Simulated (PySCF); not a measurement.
C3H9FSi, SMILES CC[Si@H](C)F.

The structure is a stationary point at PBE-D3(BJ)/def2-SVP. The structure was generated by enumeration; whether it is a known compound was not checked. The values are those of a single conformer.

These are PBE-D3(BJ)/def2-SVP in PySCF values and carry that method's errors.

Frequencies are harmonic and unscaled.

```tsv
mode	ν (cm⁻¹)	IR (km/mol)	moving atoms (share of kinetic energy)
1	61	0.6	H 45 %, C 43 %, F 9 %
2	141	0.9	H 50 %, C 33 %, F 10 %
3	146	0.3	H 75 %, C 14 %, F 9 %
4	183	1.1	H 72 %, Si 12 %, C 11 %
5	224	5.3	F 38 %, H 29 %, C 24 %, Si 10 %
6	269	3.0	H 51 %, C 24 %, Si 20 %
7	309	4.7	C 39 %, F 25 %, H 19 %, Si 17 %
8	587	6.3	H 92 %
9	617	5.4	C 56 %, H 30 %, Si 11 %
10	687	16.8	H 51 %, C 31 %, Si 15 %
11	739	11.0	H 65 %, C 23 %, Si 10 %
12	752	82.9	H 57 %, Si 21 %, C 20 %
13	802	17.9	H 58 %, F 30 %, Si 9 %
14	859	157.1	H 66 %, Si 16 %, C 12 %
15	890	137.4	H 45 %, Si 31 %, F 19 %
16	951	30.0	H 81 %, C 14 %
17	954	25.8	H 76 %, C 19 %
18	1021	22.1	C 71 %, H 28 %
19	1202	1.7	H 79 %, C 21 %
20	1214	8.8	H 58 %, C 40 %
21	1220	35.2	H 77 %, C 22 %
22	1346	0.8	H 82 %, C 18 %
23	1377	3.0	H 94 %
24	1379	1.3	H 95 %
25	1385	8.0	H 94 %
26	1425	4.6	H 96 %
27	1430	7.0	H 97 %
28	2154	143.5	H 97 %
29	2964	25.7	H 97 %
30	2970	12.1	H 95 %
31	2976	1.1	H 97 %
32	3020	1.9	H 91 %, C 9 %
33	3048	18.9	H 91 %, C 9 %
34	3050	24.2	H 91 %, C 9 %
35	3073	3.6	H 91 %, C 9 %
36	3081	2.4	H 91 %, C 9 %
```
